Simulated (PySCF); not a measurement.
GeCl and its ions

BLYP; Ge def2-TZVPPD, Cl def2-TZVPPD; no relativity (PySCF 2.14). Neutral (UKS): doublet (π ↑), Re = 2.221 Å, ωe = 371 cm⁻¹, De = 4.15 eV, HOMO -3.98 eV, LUMO -3.90 eV.

GeCl⁺ (UKS): singlet (closed shell), Re = 2.101 Å, ωe = 469 cm⁻¹, De = 4.69 eV to Ge⁺ + Cl. The energies at the minima are -2537.28593 hartree for GeCl and -2537.02316 for GeCl⁺.

Q: Work out the adiabatic ionisation energy, without and with harmonic zero-point energies (1 hartree = 27.2114 eV, 1 eV = 8065.5 cm⁻¹), and the change of the bond length.

A: At BLYP: 0.26277 hartree = 7.150 eV between the minima; the zero-point term (469.0 − 371.0)/2 cm⁻¹ = +0.006 eV makes it 7.156 eV. Re changes by -12.0 pm against the neutral. The electron leaves a π orbital, and the shorter bond of the ion fits an antibonding orbital, or a change in how ionic the bond is.

For an ion De counts to the pair picked by the measured ionisation energies or electron affinities, which need not be the lowest pair at this level. States were picked by a PBE0 search and need not be the measured ground states.
